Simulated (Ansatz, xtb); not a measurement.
Molecule: SbH$_{2}$, charge 1, multiplicity 1. SMILES of the parent species: [SbH2]
Coordinates optimised at B3LYP-D3(BJ)/def2-TZVP (Ansatz, a first-principles code):
```xyz
3

Sb     0.0011     0.0456     0.0005
H     -1.2416    -1.1347    -0.0143
H      1.1862    -1.1926    -0.0092
```
Charge +1, spin multiplicity 1.

Harmonic wavenumbers from GFN2-xTB (xtb, at its own minimum), cm⁻¹: 783, 1608, 1643.

Problem. Give the harmonic wavenumbers at B3LYP-D3(BJ)/def2-TZVP (Ansatz, finite differences of forces, unscaled).

Solution. 855, 1977, 1984 cm⁻¹. Zero-point energy 6.9 kcal/mol.

Problem. From these and the geometry, give the ideal-gas thermochemistry at 298.15 K and 1 atm (rigid rotor, harmonic oscillator).

Solution. Point group C2v, rotational symmetry number 2. Rotational constants 174.2, 170, 86.03 GHz. S(trans) 40.35, S(rot) 14.12, S(vib) 0.17, S(elec, spin only) 0.00, S 54.6 cal/(mol K). H(298) - H(0) 2.41 kcal/mol; G - E(el) -7.0 kcal/mol.
